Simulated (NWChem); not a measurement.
Isomers of C$_{2}$H$_{6}$OSi, each optimised at PBE0/def2-SVP with NWChem, gas phase unless a solvent is named. Flexible species stand in one conformer each, which need not be the lowest. Pople sets run with spherical d functions. Low-valent species are run as closed-shell singlets; no triplet was tried in these runs. Relative energies count from the lowest isomer at each level and are electronic, without zero-point energy, on those geometries. Shieldings are non-relativistic GIAO values without spin-orbit effects.

A: CO[Si]C
B: C=C[SiH2]O
C: C(=O)C[SiH3]
D: C1C[SiH2]O1

```json
[
 {"quantity": "relative energy, CAM-B3LYP/def2-SVP (kcal/mol)", "A": "14.8", "B": "0.0", "C": "17.3", "D": "6.1"},
 {"quantity": "dipole (D), PBE0/def2-SVP", "A": "2.32", "B": "1.64", "C": "2.59", "D": "1.84"},
 {"quantity": "SMD solvation free energy in toluene, PBE0/def2-SVP (kcal/mol)", "A": "-2.7", "B": "-2.6", "C": "-3.5", "D": "-2.6"},
 {"quantity": "29Si shift against tetramethylsilane, B3LYP/6-31G* (ppm)", "A": "348.9", "B": "-6.4", "C": "-40.9", "D": "34.1"}
]
```
